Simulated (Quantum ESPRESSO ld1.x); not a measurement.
Input (ld1.x (Quantum ESPRESSO 7.5)):

```
 &input
    zed=63.0,
    iswitch=1,
    rel=1,
    lsd=1,
    dft='PZ',
    config='[Ar] 3d7',
    verbosity='high',
    prefix='ld1',
    max_out_wfc=37,
    file_charge='ld1.rho',
 /
```

Command: `OMP_NUM_THREADS=1 ld1.x < ld1.in > ld1.out`

Standard output:

```
     Program LD1 v.7.5 starts

     --------------------------- All-electron run ----------------------------

     scalar relativistic calculation

     atomic number is 63.00
     dft =PZ   lsd =1 sic =0 latt =0  beta=0.20 tr2=1.0E-14
     Exchange-correlation= PZ
                           (   1   1   0   0   0   0   0)
     mesh =2095 r(mesh) = 100.37019 a.u. xmin = -8.00 dx = 0.00800
     1 Ry =  13.60569312 eV, c = 137.03599908

     n l     nl                  e(Ry)          e(Ha)          e(eV)
     1 0     1S 1( 1.00)   -3686.563298280   -1843.281649140 -50158.2489149
     2 0     2S 1( 1.00)    -715.161074541    -357.580537270  -9730.2621137
     2 1     2P 1( 3.00)    -652.349009071    -326.174504535  -8875.6604265
     3 0     3S 1( 1.00)    -247.706771717    -123.853385858  -3370.2223205
     3 1     3P 1( 3.00)    -228.200469849    -114.100234925  -3104.8255633
     3 2     3D 1( 5.00)    -204.059707359    -102.029853679  -2776.3737571
     1 0     1S 2( 1.00)   -3686.537067375   -1843.268533688 -50157.8920253
     2 0     2S 2( 1.00)    -714.344024288    -357.172012144  -9719.1455787
     2 1     2P 2( 3.00)    -651.696853301    -325.848426651  -8866.7873952
     3 0     3S 2( 1.00)    -246.836700934    -123.418350467  -3358.3844044
     3 1     3P 2( 3.00)    -227.317255943    -113.658627972  -3092.8088259
     3 2     3D 2( 2.00)    -202.986052276    -101.493026138  -2761.7659355

     final scf error:  6.1E-16 reached in  26 iterations

     Etot =  -19675.857183 Ry,   -9837.928591 Ha, -267703.674760 eV
     Total magnetization:    3.00 Bohr mag.

     Ekin =   21199.954790 Ry,   10599.977395 Ha,  288440.079097 eV
     Encl =  -44320.965978 Ry,  -22160.482989 Ha, -603017.462014 eV
     Eh   =    3785.676854 Ry,    1892.838427 Ha,   51506.757534 eV
     Exc  =    -340.522848 Ry,    -170.261424 Ha,   -4633.049377 eV

     normalization and overlap integrals

     s(1S/1S) =  1.000000  <r> =   0.0223  <r2> =    0.0007  r(max) =   0.0142
     s(1S/2S) = -0.022177
     s(1S/3S) = -0.009976
     s(2S/2S) =  1.000000  <r> =   0.0948  <r2> =    0.0106  r(max) =   0.0805
     s(2S/3S) = -0.006269
     s(2P/2P) =  1.000000  <r> =   0.0836  <r2> =    0.0085  r(max) =   0.0649
     s(2P/3P) = -0.005080
     s(3S/3S) =  1.000000  <r> =   0.2407  <r2> =    0.0660  r(max) =   0.2242
     s(3P/3P) =  1.000000  <r> =   0.2369  <r2> =    0.0648  r(max) =   0.2189
     s(3D/3D) =  1.000000  <r> =   0.2122  <r2> =    0.0524  r(max) =   0.1764
     s(1S/1S) =  1.000000  <r> =   0.0223  <r2> =    0.0007  r(max) =   0.0142
     s(1S/2S) = -0.022192
     s(1S/3S) = -0.009953
     s(2S/2S) =  1.000000  <r> =   0.0948  <r2> =    0.0106  r(max) =   0.0805
     s(2S/3S) = -0.006260
     s(2P/2P) =  1.000000  <r> =   0.0835  <r2> =    0.0085  r(max) =   0.0649
     s(2P/3P) = -0.005071
     s(3S/3S) =  1.000000  <r> =   0.2410  <r2> =    0.0662  r(max) =   0.2242
     s(3P/3P) =  1.000000  <r> =   0.2373  <r2> =    0.0650  r(max) =   0.2189
     s(3D/3D) =  1.000000  <r> =   0.2127  <r2> =    0.0526  r(max) =   0.1764

     ------------------------ End of All-electron run ------------------------
```

Run on one thread of a shared host, so times are rough (Intel(R) Xeon(R) Processor @ 2.60GHz): 0.73 s of CPU time, 0.75 s wall, 26 iterations on 2095 mesh points.
